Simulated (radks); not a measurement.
Results of a calculation; reference values are marked as such.
Excited configurations of neutral osmium: one electron is placed in a higher orbital outside [Xe] 4f14 5d6 6s1. The ground configuration is [Xe] 4f14 5d6 6s2. Level of theory: scalar-relativistic Kohn-Sham, PBE, spin-unpolarised, spherical densities, point nucleus (a radial shooting solver on a logarithmic mesh with Libxc functionals). Excitation = E - E(ground); binding = E(ion) - E, where the ion is the core of charge +1; n* = 1/sqrt(2 binding) in atomic units, and the quantum defect is n - n*.

outer orbital  excitation (eV)  binding (eV)  quantum defect  eigenvalue (eV)
5f                       8.663         0.914           1.143           -0.433
6p                       5.058         4.520           4.265           -2.118
6d                       7.984         1.593           3.078           -0.719
6f                       8.943         0.634           1.368           -0.366
7s                       6.978         2.599           4.712           -1.516
7p                       7.769         1.808           4.257           -1.030
7d                       8.576         1.001           3.313           -0.561
7f                       9.118         0.459           1.556           -0.287

The Delta-SCF ionisation energy is 9.577 eV (NIST Atomic Spectra Database: 8.438 eV, measured). Self-interaction in the functional shifts the binding energies and quantum defects, so they are the method's values and not measured ones. Spin polarisation and multiplet splitting are left out, so open shells lie too high by an amount that depends on their filling. Spin-orbit splitting is averaged out at the scalar-relativistic level.

Beside tabulated values, note that spin-unpolarised runs miss the spin-polarisation part of the exchange energy of open shells.
